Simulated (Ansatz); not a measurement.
Wavefunction ladder for C5H6O3 (`C#CCOC(=O)OC`)

```xyz
14

C    -0.697    0.287    3.237
C    -0.042    0.716    2.329
C     0.761    1.245    1.240
O     1.106    0.240    0.286
C     0.177    0.007   -0.645
O    -0.857    0.601   -0.775
O     0.610   -0.987   -1.407
C    -0.272   -1.347   -2.466
H    -1.285   -0.095    4.038
H     0.229    2.059    0.743
H     1.715    1.615    1.619
H     0.215   -2.171   -2.984
H    -1.238   -1.663   -2.070
H    -0.421   -0.506   -3.144
```

Charge 0, multiplicity 1. All single points use the PBE0-D4/def2-TZVP geometry. It is one conformer, not always the lowest. Frozen core, restricted reference, the Gaussian-basis code of Ansatz. CBS rows extrapolate triple and quadruple zeta; past MP2 they add the triple-zeta difference.

| basis | HF (Eh) | MP2 corr. | CCSD corr. | (T) | CCSD(T) total |
| --- | --- | --- | --- | --- | --- |
| def2-TZVPP | ? | -1.47954 | -1.50646 | -0.06726 | ? |
| def2-QZVPP | ? | ? | – | – | – |
| CBS(def2) | -417.55923 | -1.66612 | ? | as TZ | ? |

**Question.** Fill in the withheld values. (An estimate is asked.)

**Answer.** Ansatz gave: def2-TZVPP HF (Eh): -417.53833; def2-TZVPP CCSD(T) total: -419.11205; def2-QZVPP HF (Eh): -417.55670; def2-QZVPP MP2 corr.: -1.58672; CBS(def2) CCSD corr.: -1.69304; CBS(def2) CCSD(T) total: -419.31953.
